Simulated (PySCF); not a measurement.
# Magnetisability: 3-chlorobenzoyl chloride (SMILES O=C(Cl)c1cccc(Cl)c1)

Cartesian coordinates in Å; atom numbers follow the order of the lines, from 1:
```xyz
14

O     3.0964   -0.5075    0.6261
C     2.3293    0.2269    0.0902
Cl    2.9558    1.6583   -0.7400
C     0.8694    0.0801    0.0351
C     0.3235   -1.0345    0.6784
C    -1.0426   -1.2384    0.6693
C    -1.8798   -0.3428    0.0244
C    -1.3333    0.7628   -0.6135
Cl   -2.3716    1.8814   -1.4185
C     0.0330    0.9843   -0.6152
H     0.9872   -1.7239    1.1764
H    -1.4633   -2.0986    1.1663
H    -2.9475   -0.4959    0.0134
H     0.4429    1.8472   -1.1146
```

The calculation used PySCF 2.14.0, GIAO BHandHLYP/6-31G* magnetisability, rotational g tensor and spin-rotation constants, non-relativistic, gas phase. Geometry: GFN2-xTB.

(1) What are the magnetisability and the molar susceptibility?

(2) Split it along the inertial axes a, b, c into diamagnetic and paramagnetic parts about the centre of mass, with the quadrupole moment.

(3) And the rotational g tensor?

## Answers

(1) Isotropic -1592 × 10⁻³⁰ J/T², or -95.9 × 10⁻⁶ cm³/mol; principal values -2301, -1267, -1209 × 10⁻³⁰ J/T², anisotropy 1065 × 10⁻³⁰ J/T² (root of half the summed squared differences of the principal values). The susceptibility is in cgs units.

(2) 
| axis | χ (10⁻⁶ cm³/mol) | diamagnetic (10⁻⁶ cm³/mol) | paramagnetic (10⁻⁶ cm³/mol) | summed x² of all electrons (Å²) | quadrupole Θ (D Å) |
| --- | --- | --- | --- | --- | --- |
| a | -73.0 | -803.9 | 730.9 | 424.3 | -11.30 |
| b | -76.1 | -1863.0 | 1786.9 | 174.6 | +11.12 |
| c | -138.6 | -2540.8 | 2402.2 | 14.9 | +0.17 |

Anisotropies 2χaa − χbb − χcc = +68.6 and 2χbb − χaa − χcc = +59.4 × 10⁻⁶ cm³/mol. Θ is traceless in Buckingham's convention.

(3) 
| axis | rotational constant (GHz) | g | nuclear part | electronic part |
| --- | --- | --- | --- | --- |
| a | 1.6658 | -0.0365 | 0.5355 | -0.5720 |
| b | 0.6183 | -0.0165 | 0.5026 | -0.5191 |
| c | 0.4510 | +0.0026 | 0.5115 | -0.5089 |

Asymmetric top; isotopes 12C, 35Cl, 1H, 16O; no vibrational averaging.
